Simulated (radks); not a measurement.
Results of a calculation; reference values are marked as such.
Ionisation of neutral niobium, [Kr] 4d4 5s1, to Nb+, [Kr] 4d4, under several functionals. Dirac Kohn-Sham, spin-unpolarised, spherical densities, finite nucleus; open shells are shared between the two j in proportion to 2j + 1; a radial shooting solver on a logarithmic mesh with Libxc functionals.

functional	E(Nb) (hartree)	Exc (hartree)	IE (eV)	-e(HOMO) (eV)	<r> HOMO (bohr)	IE error (eV)
PW91	-3820.74375	-119.56792	6.686	3.025	2.229	-0.073
SOGGA	-3817.64123	-116.41802	6.528	2.903	2.229	-0.231
LDA (Slater exchange, Perdew-Zunger correlation)	-3815.99407	-114.74424	6.917	3.150	2.231	+0.158
exchange-only B88	-3818.57650	-117.34976	6.117	2.265	2.283	-0.642
exchange-only LDA	-3812.22529	-110.90391	6.058	2.168	2.288	-0.701
LDA (Slater exchange, Perdew-Wang correlation)	-3815.99526	-114.74575	6.909	3.147	2.231	+0.150
LDA (Slater exchange, VWN5 correlation)	-3816.01163	-114.76265	6.907	3.147	2.230	+0.148
PBEsol	-3817.94683	-116.72541	6.653	2.996	2.229	-0.106
revPBE	-3820.25741	-119.07449	6.526	2.929	2.227	-0.233

NIST Atomic Spectra Database: 6.759 eV (measured). Closest: PW91. The Delta-SCF values span 0.86 eV, the total energies 8.52 hartree. The highest occupied level is 4d5/2. Spin polarisation and multiplet splitting are left out, so open shells lie too high by an amount that depends on their filling. Sharing an open shell by 2j + 1 raises it above the true ground level by a part of the spin-orbit splitting, which enters the differences from NIST.

Beside tabulated values, note that spin-unpolarised runs miss the spin-polarisation part of the exchange energy of open shells.
